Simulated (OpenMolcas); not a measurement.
neutral oxygen: CASPT2 settings compared

- Program: OpenMolcas
- Basis: ANO-R3 [4s4p2d1f]
- Scalar Hamiltonian: X2C, finite nucleus
- Active space: 6 electrons in 4 orbitals (2s 2p)
- State averaging: 2S+1 = 3 even, 3 roots; 2S+1 = 1 even, 6 roots kept (CI in the orbitals of an earlier block)
- Spin-orbit coupling: RASSI with atomic mean-field integrals over the reference wave functions, term energies averaged over their components

Methods on the same reference wave functions:
A. CASSCF
B. SS-CASPT2, IPEA 0.2 Eh, no level shift (closed shells correlated: 1s)
C. XMS-CASPT2, IPEA 0.3 Eh, sigma2 regulariser 0.05 Eh (closed shells correlated: 1s)

Energies in cm⁻¹ above 2s² 2p⁴ ³P₂, the measured ground level; measured values from NIST Handbook of Basic Atomic Spectroscopic Data.

```csv
Level,A,B,C,Measured
2s² 2p⁴ ³P₂,0.0,0.0,0.0,0.0
2s² 2p⁴ ³P₁,148,148,148,158
2s² 2p⁴ ³P₀,221,221,221,227
2s² 2p⁴ ¹D₂,17771,16050,16210,15868
2s² 2p⁴ ¹S₀,32314,33350,34350,33793
```

Deviations, from unrounded energies. A percentage is the sum of absolute deviations over the sum of measured energies, with the sign that they share, or ± where signs differ.

| Against measurement | Levels | A | B | C |
| --- | --- | --- | --- | --- |
| mean absolute deviation (cm-1) | 4 | 850 | 160 | 230 |
| fine structure of the ground term (%) | 2 | -4.3 | -4.2 | -4.2 |
| other terms of the ground configuration (%) | 2 | ±6.8 | ±1.3 | +1.8 |

B lies closest to measurement on these levels and A furthest from it. The largest miss of B in the table is 2s² 2p⁴ ¹S₀, by -440 cm-1. The ranking rests on the paired levels alone, and a cruder setting can come out closer through cancelling errors.

Between B and C the level of the table that moves most is 2s² 2p⁴ ¹S₀, by 990 cm-1 (lowest in B, highest in C). Moves below CASPT2's spread within the term are not significant.

The mean deviations of B to C differ by less than CASPT2's widest spread within a term (470 cm-1), so their order carries little weight.

From A to B the spin-free energies of the other terms of 2s² 2p⁴ shown, above ³P, scale by factors of 0.90 to 1.03.

The lowest spin-free term lies below A's lowest term by 0.173 hartree in B, 0.176 hartree in C.

CASPT2 does not keep the components of a term degenerate, so their means are used; among the terms shown or strongly mixed into the levels shown the widest spread is 470 cm-1 (2s² 2p⁴ ¹D, C). Terms from blocks run as CI alone lack orbitals of their own. Without dynamic correlation excited terms often stand tens of per cent too high (terms of higher spin than the ground term too low), and those without a measured partner can miss by more than the paired ones (holds for A). Measured partners are found by configuration, term and J. A level has none where our copy of the source lacks it or the pairing is in doubt (some pairs that miss far off the trend of their configuration count as doubtful), and it then counts in no deviation. Only configurations of the active space appear.
